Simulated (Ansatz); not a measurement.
Coupled-cluster diagnostics for GaH2(CN) (CH₂GaN), Ansatz.

Geometry of the singlet (PBE-D4/def2-TZVP):

```
atom   x (Å)   y (Å)   z (Å)
 Ga1   0.041  -0.078   0.737
  H2   0.568  -1.456   1.249
  H3  -0.411   1.154   1.583
  C4  -0.067   0.129  -1.205
  N5  -0.131   0.250  -2.364
```

Correlated methods freeze 11 core orbitals; core or outer-core shells of Ga are correlated, in sets that lack core-valence functions. In CCSD on the charge 1 doublet the largest single amplitude is 0.51, so its Hartree–Fock determinant may place the open shell otherwise than the density functionals do.

(1) Estimate the CCSD(T) correlation energy, the shares of MP2 and (T), T1 and the reference's ⟨S²⟩ for: charge 0, singlet, own geometry in def2-TZVPP; charge 0, singlet, own geometry in def2-TZVPD; charge 1, doublet, vertical in def2-TZVPP; charge -1, doublet, vertical in def2-TZVPD; and the rough time on 4 threads of Arm Neoverse V1 on a shared host.

Results:

(1) 
| state | basis | correlation (eV) | MP2 share (%) | (T) share (%) | T1 | ⟨S²⟩ (pure) | wall time | remarks |
| --- | --- | --- | --- | --- | --- | --- | --- | --- |
| charge 0, singlet, own geometry | def2-TZVPP | -16.242 | 94.5 | 4.6 | 0.014 | 0.00 (0.00) | 10 s | – |
| charge 0, singlet, own geometry | def2-TZVPD | -16.185 | 94.4 | 4.7 | 0.014 | 0.00 (0.00) | 12 s | – |
| charge 1, doublet, vertical | def2-TZVPP | -14.927 | 89.1 | 4.8 | 0.078 | 0.77 (0.75) | 44 s | large T1 (0.078) |
| charge -1, doublet, vertical | def2-TZVPD | -16.694 | 93.6 | 4.8 | 0.020 | 0.81 (0.75) | 60 s | – |
Customary marks for T1 are 0.02 (closed shells), 0.045 (open shells) and about 0.05 (3d metals). T1 exceeds 0.02 in 2 of 4 rows and 0.045 in 1; the higher it lies, the less the single-reference result can be trusted.
